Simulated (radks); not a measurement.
Q: Ionisation ladder of sulfur, from S I to S XII (ions without a valid solution omitted). Each ion is in the ground configuration listed by NIST, and IE = E(next ion) - E(this ion). All-electron calculation, scalar-relativistic Kohn-Sham, SCAN, spin-polarised, spherical densities, finite nucleus; open shells are filled with parallel spins first; meta-GGA in the generalised Kohn-Sham scheme; Fermi nuclear charge, rms radius 3.2611 fm. Program: a radial shooting solver on a logarithmic mesh with Libxc functionals.

species  configuration  IE, Delta-SCF (eV)  -e(HOMO) (eV)     HOMO
S I       [Ne] 3s2 3p4               9.940          5.873  3p down
S VII             [Ne]                   ?         260.83       2p
S VIII    [He] 2s2 2p5              330.11         306.70  2p down
S XI      [He] 2s2 2p2              507.50         479.77    2p up
S XII     [He] 2s2 2p1                   ?         535.33    2p up

Estimate the withheld Delta-SCF values.

A: S VII: 283.62 eV (NIST 280.95); S XII: 562.92 eV (NIST 564.41).
